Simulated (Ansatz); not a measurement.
Two isomers of CH8Si2Te: A = `[SiH3][SiH2]C[TeH]`, B = `[SiH3]C([SiH3])[TeH]`.

Computed with Ansatz on PBE0-D4/def2-TZVP structures; ΔE is electronic, products minus reactants. CCSD(T)/CBS is the MP2 limit (def2-TZVPP, def2-QZVPP) plus CCSD(T) − MP2 in def2-TZVPP, frozen cores. Functionals use def2-TZVPP. Elements past krypton have def2 core potentials. For Te outer-core shells are correlated without core-valence functions, which leaves a few kJ/mol of doubt a bond. Each species was taken in one conformer, which may not be the lowest.

Q: Which is lower in electronic energy at CCSD(T)/CBS, and by how much? (An estimate is asked.)

A: Computed: B, by 1.7 kcal/mol.

Q: Give E(B) − E(A) in kcal/mol with r2SCAN-D4, CCSD(T)/def2-TZVPP, CCSD/def2-TZVPP, ωB97M-V, HF/def2-TZVPP, PBE0-D4, B2PLYP. (Best estimate.)

A: Ansatz gave: r2SCAN-D4 0.1, CCSD(T)/def2-TZVPP -1.6, CCSD/def2-TZVPP -1.5, ωB97M-V -2.0, HF/def2-TZVPP -1.8, PBE0-D4 1.1, B2PLYP -1.1. The order is the other way round with r2SCAN-D4, PBE0-D4.

Largest T1 diagnostic: 0.012.

The D4 term adds −0.8 kcal/mol with B3LYP and −0.4 kcal/mol with PBE0; it sums over pairs of atoms, weighted by their polarisabilities, and B3LYP, whose exchange is more repulsive, gets the larger term. From PBE to PBE0 (25 % exact exchange), in def2-TZVPP and without D4, E(B) − E(A) moves by −0.9 kcal/mol.

B3LYP here is the variant with VWN-RPA as its local correlation; programs differ in this.
